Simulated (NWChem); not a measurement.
System: C$_{3}$H$_{7}$NSi; SMILES C=C/C=N/[SiH3]

Excerpt of the output:

```
             Northwest Computational Chemistry Package (NWChem) 7.3.0
             --------------------------------------------------------

 CS  symmetry detected

                             Geometry "geometry" -> ""
                             -------------------------

 Output coordinates in angstroms (scale by  1.889725989 to convert to a.u.)

  No.       Tag          Charge          X              Y              Z
 ---- ---------------- ---------- -------------- -------------- --------------
    1 C                    6.0000     0.77616447     2.45622843     0.00000000
    2 C                    6.0000    -0.46625848     1.98278489     0.00000000
    3 C                    6.0000    -0.76571788     0.55692042     0.00000000
    4 N                    7.0000     0.14268077    -0.31530444     0.00000000
    5 Si                  14.0000     0.13033097    -2.03692799     0.00000000
    6 H                    1.0000     1.61067791     1.77527596     0.00000000
    7 H                    1.0000     0.99180543     3.51099530     0.00000000
    8 H                    1.0000    -1.31925612     2.64837088     0.00000000
    9 H                    1.0000    -1.83812309     0.31389669     0.00000000
   10 H                    1.0000    -0.54292210    -2.56557939     1.18938802
   11 H                    1.0000    -0.54292210    -2.56557939    -1.18938802
   12 H                    1.0000     1.55221251    -2.36885955     0.00000000

 Effective nuclear repulsion energy (a.u.)     200.8776938034

      Symmetry information
      --------------------

 Group name             Cs
 Group number              2
 Group order               2
 No. of unique centers    11

                                Z-matrix (autoz)
                                --------

 Units are Angstrom for bonds and degrees for angles

      Type          Name      I     J     K     L     M      Value
      ----------- --------  ----- ----- ----- ----- ----- ----------
    1 Stretch                  1     2                       1.32957
    2 Stretch                  1     6                       1.07708
    3 Stretch                  1     7                       1.07658
    4 Stretch                  2     3                       1.45697
    5 Stretch                  2     8                       1.08195
    6 Stretch                  3     4                       1.25935
    7 Stretch                  3     9                       1.09960
    8 Stretch                  4     5                       1.72167
    9 Stretch                  5    10                       1.46540
   10 Stretch                  5    11                       1.46540
   11 Stretch                  5    12                       1.46011
   12 Bend                     1     2     3               122.72093
   13 Bend                     1     2     8               121.17534
   14 Bend                     2     1     6               119.92591
   15 Bend                     2     1     7               122.41464
   16 Bend                     2     3     4               121.97533
   17 Bend                     2     3     9               114.62931
   18 Bend                     3     2     8               116.10373
   19 Bend                     3     4     5               133.42519
   20 Bend                     4     3     9               123.39536
   21 Bend                     4     5    10               111.34870
   22 Bend                     4     5    11               111.34870
   23 Bend                     4     5    12               102.72911
   24 Bend                     6     1     7               117.65945
   25 Bend                    10     5    11               108.51481
   26 Bend                    10     5    12               111.43177
   27 Bend                    11     5    12               111.43177
   28 Torsion                  1     2     3     4           0.00000
   29 Torsion                  1     2     3     9         180.00000
   30 Torsion                  2     3     4     5         180.00000
   31 Torsion                  3     2     1     6           0.00000
   32 Torsion                  3     2     1     7         180.00000
   33 Torsion                  3     4     5    10         -60.62714
   34 Torsion                  3     4     5    11          60.62714
   35 Torsion                  3     4     5    12         180.00000
   36 Torsion                  4     3     2     8         180.00000
   37 Torsion                  5     4     3     9           0.00000
   38 Torsion                  6     1     2     8         180.00000
   39 Torsion                  7     1     2     8           0.00000
   40 Torsion                  8     2     3     9           0.00000

                           NWChem Geometry Optimization
                           ----------------------------

 maximum gradient threshold         (gmax) =   0.000450
 rms gradient threshold             (grms) =   0.000300
 maximum cartesian step threshold   (xmax) =   0.001800
 rms cartesian step threshold       (xrms) =   0.001200
 fixed trust radius                (trust) =   0.300000
 source of zmatrix                         =   autoz

          -------------------
          Energy Minimization
          -------------------

 Using diagonal initial Hessian
 Scaling for Hessian diagonals: bonds = 1.00  angles = 0.25  torsions = 0.10

          --------
          Step   0

                                 NWChem DFT Module
                                 -----------------

 Summary of "ao basis" -> "ao basis" (spherical)
 ------------------------------------------------------------------------------
       Tag                 Description            Shells   Functions and Types
 ---------------- ------------------------------  ------  ---------------------
 C                          def2-svp                 6       14   3s2p1d
 N                          def2-svp                 6       14   3s2p1d
 Si                         def2-svp                 8       18   4s3p1d
 H                          def2-svp                 3        5   2s1p

      Symmetry analysis of basis
      --------------------------

        a'         78
        a"         31

            General Information
            -------------------
          SCF calculation type: DFT
          Wavefunction type:  closed shell.
          No. of atoms     :    12
          No. of electrons :    46
           Alpha electrons :    23
            Beta electrons :    23
          Charge           :     0
          Spin multiplicity:     1
          Use of symmetry is: on ; symmetry adaption is: on
          Maximum number of iterations: 150
          AO basis - number of functions:   109
                     number of shells:    53
          Convergence on energy requested:  1.00D-06
          Convergence on density requested:  1.00D-05
          Convergence on gradient requested:  5.00D-04

[...]

      ----------------------
      Optimization converged
      ----------------------

  Step       Energy      Delta E   Gmax     Grms     Xrms     Xmax
  ---- ---------------- -------- -------- -------- -------- --------
@    7    -462.18213573 -1.4D-07  0.00009  0.00002  0.00038  0.00102
                                     ok       ok       ok       ok

                                Z-matrix (autoz)
                                --------

 Units are Angstrom for bonds and degrees for angles

      Type          Name      I     J     K     L     M      Value     Gradient
      ----------- --------  ----- ----- ----- ----- ----- ---------- ----------
    1 Stretch                  1     2                       1.33809    0.00001
    2 Stretch                  1     6                       1.09423   -0.00003
    3 Stretch                  1     7                       1.09252   -0.00004
    4 Stretch                  2     3                       1.47498   -0.00001
    5 Stretch                  2     8                       1.09507    0.00000
    6 Stretch                  3     4                       1.27065    0.00009
    7 Stretch                  3     9                       1.11304   -0.00000
    8 Stretch                  4     5                       1.75183    0.00005
    9 Stretch                  5    10                       1.49853   -0.00002
   10 Stretch                  5    11                       1.49853   -0.00002
   11 Stretch                  5    12                       1.48885   -0.00000
   12 Bend                     1     2     3               122.79009    0.00000
   13 Bend                     1     2     8               120.67703   -0.00000
   14 Bend                     2     1     6               119.59548    0.00000
   15 Bend                     2     1     7               121.78372    0.00000
   16 Bend                     2     3     4               123.10014   -0.00001
   17 Bend                     2     3     9               113.88851    0.00001
   18 Bend                     3     2     8               116.53288   -0.00000
   19 Bend                     3     4     5               125.88017    0.00002
   20 Bend                     4     3     9               123.01135    0.00000
   21 Bend                     4     5    10               111.02061   -0.00000
   22 Bend                     4     5    11               111.02061   -0.00000
   23 Bend                     4     5    12               108.99242    0.00001
   24 Bend                     6     1     7               118.62079   -0.00000
   25 Bend                    10     5    11               108.46876    0.00001
   26 Bend                    10     5    12               108.63835   -0.00001
   27 Bend                    11     5    12               108.63835   -0.00001
   28 Torsion                  1     2     3     4           0.00000   -0.00000
   29 Torsion                  1     2     3     9         180.00000    0.00000
   30 Torsion                  2     3     4     5         180.00000   -0.00000
   31 Torsion                  3     2     1     6           0.00000    0.00000
   32 Torsion                  3     2     1     7         180.00000    0.00000
   33 Torsion                  3     4     5    10         -60.37309   -0.00001
   34 Torsion                  3     4     5    11          60.37309    0.00001
   35 Torsion                  3     4     5    12         180.00000   -0.00000
   36 Torsion                  4     3     2     8         180.00000   -0.00000
   37 Torsion                  5     4     3     9           0.00000    0.00000
   38 Torsion                  6     1     2     8         180.00000   -0.00000
   39 Torsion                  7     1     2     8           0.00000   -0.00000
   40 Torsion                  8     2     3     9           0.00000    0.00000

                         Geometry "geometry" -> "geometry"
                         ---------------------------------

 Output coordinates in angstroms (scale by  1.889725989 to convert to a.u.)

  No.       Tag          Charge          X              Y              Z
 ---- ---------------- ---------- -------------- -------------- --------------
    1 C                    6.0000     0.75521017     2.54974702     0.00000000
    2 C                    6.0000    -0.46053530     1.99077413     0.00000000
    3 C                    6.0000    -0.66831462     0.53050560     0.00000000
    4 N                    7.0000     0.28776525    -0.30642928     0.00000000
    5 Si                  14.0000     0.12539571    -2.05071344     0.00000000
    6 H                    1.0000     1.64367531     1.91102395     0.00000000
    7 H                    1.0000     0.89009239     3.63391173     0.00000000
    8 H                    1.0000    -1.36159096     2.61309165     0.00000000
    9 H                    1.0000    -1.73935111     0.22762787     0.00000000
   10 H                    1.0000    -0.61294894    -2.52183583     1.21592990
   11 H                    1.0000    -0.61294894    -2.52183583    -1.21592990
   12 H                    1.0000     1.48222334    -2.66364576     0.00000000

 Effective nuclear repulsion energy (a.u.)     198.7012577381

      Symmetry information
      --------------------

 Group name             Cs
 Group number              2
 Group order               2
 No. of unique centers    11

                Final and change from initial internal coordinates
                --------------------------------------------------

                                Z-matrix (autoz)
                                --------

 Units are Angstrom for bonds and degrees for angles

      Type          Name      I     J     K     L     M      Value       Change
      ----------- --------  ----- ----- ----- ----- ----- ---------- ----------
    1 Stretch                  1     2                       1.33809    0.00852
    2 Stretch                  1     6                       1.09423    0.01715
    3 Stretch                  1     7                       1.09252    0.01594
    4 Stretch                  2     3                       1.47498    0.01801
    5 Stretch                  2     8                       1.09507    0.01312
    6 Stretch                  3     4                       1.27065    0.01130
    7 Stretch                  3     9                       1.11304    0.01344
    8 Stretch                  4     5                       1.75183    0.03016
    9 Stretch                  5    10                       1.49853    0.03313
   10 Stretch                  5    11                       1.49853    0.03313
   11 Stretch                  5    12                       1.48885    0.02874
   12 Bend                     1     2     3               122.79009    0.06916
   13 Bend                     1     2     8               120.67703   -0.49831
   14 Bend                     2     1     6               119.59548   -0.33043
   15 Bend                     2     1     7               121.78372   -0.63092
   16 Bend                     2     3     4               123.10014    1.12481
   17 Bend                     2     3     9               113.88851   -0.74080
   18 Bend                     3     2     8               116.53288    0.42915
   19 Bend                     3     4     5               125.88017   -7.54502
   20 Bend                     4     3     9               123.01135   -0.38401
   21 Bend                     4     5    10               111.02061   -0.32809
   22 Bend                     4     5    11               111.02061   -0.32809
   23 Bend                     4     5    12               108.99242    6.26331
   24 Bend                     6     1     7               118.62079    0.96134
   25 Bend                    10     5    11               108.46876   -0.04605
   26 Bend                    10     5    12               108.63835   -2.79342
   27 Bend                    11     5    12               108.63835   -2.79342
   28 Torsion                  1     2     3     4           0.00000    0.00000
   29 Torsion                  1     2     3     9         180.00000    0.00000
   30 Torsion                  2     3     4     5         180.00000    0.00000
   31 Torsion                  3     2     1     6           0.00000    0.00000
   32 Torsion                  3     2     1     7         180.00000    0.00000
   33 Torsion                  3     4     5    10         -60.37309    0.25405
   34 Torsion                  3     4     5    11          60.37309   -0.25405
   35 Torsion                  3     4     5    12         180.00000    0.00000
   36 Torsion                  4     3     2     8         180.00000    0.00000
   37 Torsion                  5     4     3     9           0.00000    0.00000
   38 Torsion                  6     1     2     8         180.00000    0.00000
   39 Torsion                  7     1     2     8           0.00000    0.00000
   40 Torsion                  8     2     3     9           0.00000    0.00000

[...]
```

Level: PBE0/def2-SVP. Not confirmed as a minimum by frequencies.

### Question
Reconstruct the input file.

### Answer
This is not unique; one that fits is the input that was run:
```
start job
memory heap 200 mb stack 900 mb global 1100 mb
geometry units angstroms
  C     -2.362105     0.987800     0.358442
  C     -1.940582    -0.249478     0.601804
  C     -0.570667    -0.678178     0.352175
  N      0.299168     0.105257    -0.112132
  Si     1.963421    -0.077828    -0.513233
  H     -1.679358     1.719489    -0.039800
  H     -3.375654     1.299294     0.544786
  H     -2.609011    -1.000403     1.001709
  H     -0.366967    -1.729659     0.601188
  H      2.756479    -0.455358     0.659746
  H      2.153340    -1.095398    -1.550491
  H      2.325863     1.251276    -0.997014
end
basis spherical
  * library def2-svp
end
dft
  xc pbe0
  iterations 150
end
driver
  maxiter 120
end
task dft optimize
```
